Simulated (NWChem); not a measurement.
# BO, doublet; SMILES [B]=O

```xyz
2

B      0.0000     0.0000    -0.7376
O      0.0000     0.0000     0.4642
```
Atoms are numbered in this order, from 1.

Program: NWChem. Spin-unrestricted. Structure relaxed at the PBE0/def2-SVP, spin-unrestricted level. No stability test was run on the SCF state. B3LYP is NWChem's, with the RPA form of VWN correlation. Fermi-contact couplings, non-relativistic, static geometry.

For level B3LYP/aug-cc-pVTZ-J:

```yaml
A(iso) 11B atom 1 (MHz): 1092
A(iso) 17O atom 2 (MHz): -11.6
```

**Question.** What are these values for level BHandHLYP/IGLO-III?

**Answer.** The A(iso) 11B atom 1 (MHz) is 1135 and the A(iso) 17O atom 2 (MHz) is -14.8.
